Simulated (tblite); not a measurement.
Species: C8H9OP.
Z-matrix (Å and degrees, GFN2-xTB geometry), rows numbered from 1:
```
O 
P   1  1.4640
C   2  1.7986  1  124.98
C   3  1.5697  2   64.95  1  -111.95
C   4  1.4746  2  120.23  3  -110.54
C   5  1.3915  4  121.24  2    35.67
C   6  1.3826  5  120.44  4  -179.50
C   7  1.3846  6  120.33  5    -0.16
C   8  1.3844  7  119.65  6     0.35
C   9  1.3826  8  120.14  7    -0.16
H   2  1.3808  1  117.49  3   145.68
H   3  1.0822  2  116.97  4   106.75
H   3  1.0794  2  122.30  4  -105.28
H   4  1.0840  2  117.21  3   104.12
H   6  1.0793  5  119.81  4    -0.34
H   7  1.0799  6  119.65  5   179.65
H   8  1.0797  7  120.20  6  -179.95
H   9  1.0801  8  120.10  7   179.87
H  10  1.0813  5  119.62  4    -0.33
```

Computed with GFN2-xTB (tblite): harmonic, unscaled wavenumbers at the GFN2-xTB geometry, gas phase. Errors from tens to a few hundred cm⁻¹ against measured bands are possible. Modes of hydrogen on phosphorus can be 10 to 20 % off. One conformer, not necessarily the lowest.

Harmonic wavenumbers (cm⁻¹): 48.0, 98.4, 140.6, 225.4, 275.8, 333.7, 353.1, 374.9, 494.6, 513.0, 585.7, 589.0, 657.6, 679.2, 717.5, 753.6, 763.2, 833.7, 872.9, 890.6, 899.2, 926.1, 930.9, 955.3, 993.0, 1013.6, 1038.9, 1073.5, 1087.9, 1129.3, 1182.0, 1185.1, 1205.3, 1280.8, 1289.2, 1306.3, 1327.1, 1386.5, 1439.4, 1478.1, 1587.8, 1600.8, 2357.3, 3025.7, 3053.1, 3066.2, 3078.6, 3082.9, 3084.1, 3093.4, 3099.5.

A = 2737, B = 723.5, C = 642.0 MHz; mass 152.039 u (most abundant isotopes); point group C1, symmetry number 1.

Zero-point energy?

Half the sum of the wavenumbers: 31729 cm⁻¹ = 379.56 kJ/mol.

Entropy at 400 K, 1 bar (ideal gas, RRHO, classical rotation)?

Translation 177.62, rotation 128.83, vibration 142.12: S = 448.6 J/(mol K).

And Cp and H(400 K) − H(0)?

Cp = 206.42 J/(mol K), of which vibrations give 173.16 (their classical limit is 51 R = 424.0); H(400 K) − H(0) = 45.02 kJ/mol without the zero-point energy, 31.71 from vibrations.

How do the functions run with temperature in this model?

```
 T (K)  S (J/(mol K))  Cp (J/(mol K))  H − H(0) (kJ/mol)  G − H(0) (kJ/mol)  ln q(vib)
    50          246.4            48.1               1.97             -10.36       0.37
   100          285.1            65.7               4.80             -23.70       1.20
298.15          395.2           157.7              26.41             -91.43       5.20
373.15          434.6           194.3              39.64            -122.55       6.92
   500          499.0           245.8              67.70            -181.81       9.98
   750          612.6           312.7             138.27            -321.15      16.13
  1000          708.5           353.4             221.91            -486.62      22.00
```

q(vib) and H(0) count from the zero-point level.

Which modes carry the vibrational entropy at 400 K?

48.0 cm⁻¹: 22.93; 98.4 cm⁻¹: 16.99; 140.6 cm⁻¹: 14.07; 225.4 cm⁻¹: 10.28; 275.8 cm⁻¹: 8.71; 333.7 cm⁻¹: 7.28 J/(mol K); the other 45 give 61.85 together.

What must be added to the electronic energy to get the Gibbs energy at 400 K and 1 bar?

ZPE + [H(400 K) − H(0)] − T·S = 379.56 + 45.02 − 179.43 = 245.15 kJ/mol.

Blend soft modes into free rotors: weight 1/[1 + (100 cm⁻¹/ν̃)⁴] for the oscillator and the rest for a rotor with moment μB/(μ + B), μ = h/(8π²ν), B = 10⁻⁴⁴ kg m². What vibrational entropy results?

133.35 J/(mol K) in place of 142.12, which changes −T·S at 400 K by +3.51 kJ/mol.

Hindered rotation and anharmonicity are outside this model. Other conformers, if any are populated, would add a mixing term that is left out. The structure is chiral; the term R ln 2 for an equal mix with its mirror image is left out.

Hardware: Arm Neoverse V1, one thread, shared host with 32 logical CPUs at a one-minute load of 23. Cost: 0.82 s of wall time. The figure is for the frequency step alone.
